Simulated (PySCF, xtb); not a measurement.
CH12N2Si3, SMILES [SiH2]([SiH3])C[SiH](N)N. One conformer was computed; it need not be the lowest.

Harmonic wavenumbers (cm⁻¹) from xtb with GFN2-xTB at its own minimum, in rising order: 20, 36, 58, 105, 138, 144, 157, 219, 232, 261, 370, 437, 464, 469, 480, 523, 558, 607, 629, 681, 697, 721, 786, 794, 800, 819, 826, 826, 836, 870, 923, 1027, 1142, 1472, 1526, 1530, 2116, 2154, 2200, 2209, 2236, 2243, 2957, 2973, 3467, 3489, 3507, 3525.

### Question
What does PBE-D3(BJ)/def2-SVP (PySCF 2.14.0) give at its own minimum? (An estimate is asked for; the answer gives what the named calculation found.)

### Answer
32, 60, 106, 136, 153, 203, 237, 255, 276, 342, 347, 374, 406, 416, 471, 511, 602, 612, 687, 713, 721, 755, 792, 800, 838, 859, 868, 896, 906, 913, 921, 983, 1019, 1322, 1481, 1487, 2102, 2121, 2132, 2145, 2157, 2162, 2982, 3050, 3490, 3493, 3589, 3596. Paired by order, the mean absolute difference is 46 cm⁻¹ and the zero-point energies are 79.0 and 79.4 kcal/mol.
